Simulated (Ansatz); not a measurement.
`B[SiH](O)[SiH3]`. Total charge 0; spin multiplicity 1.

Cartesian coordinates in Å:
```
B -1.276 0.462 1.478
Si 0.460 -0.037 0.657
O 1.583 1.179 0.768
Si -0.054 -0.540 -1.595
H -1.561 1.578 1.794
H -2.116 -0.385 1.584
H 0.996 -1.308 1.236
H 2.437 1.024 0.361
H -0.824 0.555 -2.246
H 1.208 -0.733 -2.364
H -0.853 -1.794 -1.673
```

Task: What are the harmonic wavenumbers in cm⁻¹ at PBE0-D4/def2-TZVP (Ansatz, finite differences of forces, unscaled)? (Best estimate.)

Result: Computed: 82, 101, 155, 198, 238, 252, 395, 433, 493, 586, 657, 687, 804, 830, 862, 911, 920, 934, 947, 1160, 2162, 2201, 2217, 2224, 2586, 2676, 3919.

Task: Is this a minimum?

Result: Yes, all 27 modes are real.

Task: Give the ideal-gas thermochemistry at 298.15 K and 1 bar (rigid rotor, harmonic oscillator; point group C1, symmetry number 1).

Result: Zero-point energy 177.2 kJ/mol; H(298) − E = 201.2 kJ/mol; entropy 361.6 J/(mol·K), of which translation 165.0, rotation 111.7, vibration 85.0; G(298) − E = 93.4 kJ/mol. Modes under 100 cm⁻¹ are hindered rotations or soft bends, so the harmonic entropy is rough.

Task: And at 400, 500, 600, 800 and 1000 K?

Result: 
```json
{"T (K)": "400", "H − E (kJ/mol)": "215.2", "S (J/mol/K)": "401.8", "G − E (kJ/mol)": "54.5"}
{"T (K)": "500", "H − E (kJ/mol)": "230.8", "S (J/mol/K)": "436.6", "G − E (kJ/mol)": "12.5"}
{"T (K)": "600", "H − E (kJ/mol)": "247.8", "S (J/mol/K)": "467.6", "G − E (kJ/mol)": "-32.7"}
{"T (K)": "800", "H − E (kJ/mol)": "285.2", "S (J/mol/K)": "521.2", "G − E (kJ/mol)": "-131.8"}
{"T (K)": "1000", "H − E (kJ/mol)": "325.8", "S (J/mol/K)": "566.5", "G − E (kJ/mol)": "-240.7"}
```
